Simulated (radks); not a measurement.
Results of a calculation; reference values are marked as such.
Polarisability of neutral calcium, [Ar] 4s2, at imaginary frequency. Code: a radial shooting solver on a logarithmic mesh with Libxc functionals. Model: scalar-relativistic Kohn-Sham, LDA (Slater exchange, VWN5 correlation), spin-unpolarised, spherical densities, finite nucleus; Fermi nuclear charge, rms radius 3.4776 fm. Response by self-consistent Sternheimer equations with the Hartree and adiabatic LDA kernel, the relativistic mass of each level held fixed and spin-orbit coupling left out.

w (hartree),alpha1(iw) (bohr^3),alpha2(iw) (bohr^5)
0.00266,146.4,3203
0.0143,144.4,3141
0.0360,133.8,2857
0.0697,108.4,2308
0.118,73.70,1669
0.186,43.72,1088
0.280,24.49,644.5
0.413,13.78,355.0
0.605,8.002,185.5
0.892,4.748,92.75
1.35,2.727,44.05
2.12,1.400,19.26
3.59,0.5959,7.235
6.94,0.1954,2.047
17.5,0.04145,0.3313

Static values: alpha1 = 146.5 bohr^3 (21.71 angstrom^3; uncoupled 271.8), alpha2 = 3205 bohr^5, alpha3 = 70890 bohr^7. C6 = 1953, C8 = 215900, triple-dipole C9 = 210000 atomic units. One-pole (London) frequency 4 C6 / (3 alpha1^2) = 0.121 hartree, against 0.142 for minus the highest occupied eigenvalue. Recommended static value: 160.8 bohr^3 (Schwerdtfeger and Nagle, 2023 table).
